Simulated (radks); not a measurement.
Values are calculated unless marked as measured or tabulated.
All-electron atom: Al IV in [Ne].

Level of theory: non-relativistic Kohn-Sham, PBE, spin-polarised, spherical densities, point nucleus (a radial shooting solver on a logarithmic mesh with Libxc functionals).

Energy parts (eV):
| part | energy |
|---|---|
| total | -6537.925 |
| kinetic | 6528.509 |
| electron-nucleus | -15267.351 |
| Hartree | 2681.917 |
| exchange-correlation | -481.001 |

Orbitals (lengths in bohr, moments of r in powers of bohr; r(90%) holds 90 % of the orbital's charge):
orbital,occ.,eigenvalue (eV),r(90%),<r>,<r^2>
1s,2,-1543.253,0.215,0.1205,0.01955
2s,2,-142.1482,0.987,0.6248,0.4671
2p,6,-104.1345,1.01,0.5978,0.4522

The highest occupied level is 2p at -104.13 eV. The electron density at the nucleus is 1401 e/bohr^3. Summed over all electrons, <r^2> = 3.686 bohr^2, which gives a Langevin (diamagnetic) susceptibility term of -2.92 x 10^-6 cm^3/mol. Virial ratio -V/T = 2.00144. The density falls to 0.001 e/bohr^3 at r = 1.98 bohr.
